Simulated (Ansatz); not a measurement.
Geometry optimisation, UKS PBE0/STO-3G (Ansatz).

Input file:

```yaml
crystal:
  periodic: [false, false, false]
  atoms:
    - { symbol: C, position_ang: [-1.6002, 0.0996, 0.7405] }
    - { symbol: Si, position_ang: [0.1522, 0.4082, 0.4202] }
    - { symbol: Si, position_ang: [1.0669, -1.5466, -0.3491] }
    - { symbol: C, position_ang: [0.5782, 1.7042, -0.89] }
    - { symbol: O, position_ang: [-0.3016, 1.8351, -1.8091] }
    - { symbol: H, position_ang: [-2.1699, -0.1502, -0.1838] }
    - { symbol: H, position_ang: [-1.7875, -0.6239, 1.492] }
    - { symbol: H, position_ang: [-2.085, 1.0817, 1.0768] }
    - { symbol: H, position_ang: [0.8144, 0.8192, 1.7469] }
    - { symbol: H, position_ang: [2.5507, -1.3394, -0.5788] }
    - { symbol: H, position_ang: [0.433, -2.0254, -1.5589] }
    - { symbol: H, position_ang: [0.9851, -2.6005, 0.7165] }
    - { symbol: H, position_ang: [1.384, 2.3035, -0.8083] }
magnetization:
  spin_polarized: true
basis:
  gaussian: { orbitals: STO-3G }
hamiltonian:
  xc: pbe0
relax:
  f_tol: 0.02
  max_steps: 40
output:
  orbitals: {}
```

Run as:

```bash
$ ansatz run input.yaml --threads 1 --pin off --max-ram 2048MiB --backend cpu --events-out ev --progress --plain --runs-dir out
```

Question: Where does it end, and by what steps?

Answer: The forces met the threshold. The force dipped under the threshold on the way, but the program's further checks kept it going. Limits of this set-up: minimal basis. After 19 steps the energy has fallen by 0.950 eV; O5 moved furthest, 0.39 Å.

| step | energy less start (eV) | largest force component (eV/Å) | accepted |
| --- | --- | --- | --- |
| 0 | 0.0000 | 7.281 | yes |
| 1 | -0.6716 | 2.960 | yes |
| 2 | -0.5783 | 3.574 | no |
| 3 | -0.8700 | 1.967 | yes |
| 4 | -0.9425 | 0.236 | yes |
| 5 | -0.9441 | 0.097 | yes |
| 6 | -0.9457 | 0.185 | yes |
| 7 | -0.9471 | 0.067 | yes |
| 8 | -0.9480 | 0.092 | yes |
| 9 | -0.9417 | 0.556 | no |
| 10 | -0.9472 | 0.168 | no |
| 11 | -0.9487 | 0.016 | yes |
| 12 | -0.9481 | 0.266 | no |
| 13 | -0.9492 | 0.061 | yes |
| 14 | -0.9493 | 0.113 | yes |
| 15 | -0.9390 | 0.563 | no |
| 16 | -0.9497 | 0.042 | yes |
| 17 | -0.9497 | 0.043 | yes |
| 18 | -0.9494 | 0.084 | no |
| 19 | -0.9499 | 0.005 | yes |

```xyz
13
Properties=species:S:1:pos:R:3
C -1.657 0.137 0.721
Si 0.177 0.339 0.402
Si 1.147 -1.574 -0.279
C 0.454 1.713 -0.897
O -0.408 2.185 -1.670
H -2.190 -0.137 -0.195
H -1.850 -0.641 1.466
H -2.094 1.069 1.091
H 0.821 0.800 1.614
H 2.551 -1.368 -0.545
H 0.531 -2.072 -1.485
H 1.031 -2.596 0.735
H 1.509 2.111 -0.944
```

Whether the end is a true minimum wasn't checked by a vibrational analysis.

The run took 43 s on 1 CPU thread of a shared host.
